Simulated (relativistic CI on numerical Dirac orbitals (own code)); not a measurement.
# Ho²⁺: M4,5 absorption edge

Computed with this model: Dirac-Coulomb-Breit CI, KLI orbitals optimised for each configuration, QED by a radiative potential, valence Slater integrals scaled by 0.8, multiplet model of core-to-valence dipole absorption; configurations [Xe] 4f11 → [Ar] 3d9 4s2 4p6 4d10 4f12 5s2 5p6; 10 K; Lorentzian 0.6 eV and Gaussian 0.4 eV FWHM. Energies are those of the free ion, without screening or charge transfer. The branching ratio is the share of the lower-energy edge in the whole absorption, uncertain by about 0.02 where the edges overlap. S is read from ⟨S²⟩ = S(S + 1).

Case free ion, the dichroism is that of the ground state at zero temperature, magnetised by magnetic field 10 T along z. The dichroism I(Δm = −1) − I(Δm = +1), over the sum of the three polarisations, integrates to -0.6126 on the lower edge and -0.0563 on the upper edge. The branching ratio is 0.927.

(1) Use the orbital sum rule with 3 holes to get ⟨Lz⟩.

## Answers

(1) For a d → f edge ⟨Lz⟩ = 3 × n_h × (sum of both integrals) in this sign convention = -6.02; the ground state itself has ⟨Lz⟩ = -6.03 and ⟨Sz⟩ = -1.47. The rule assumes one radial integral for both edges, which relativistic orbitals only approach.
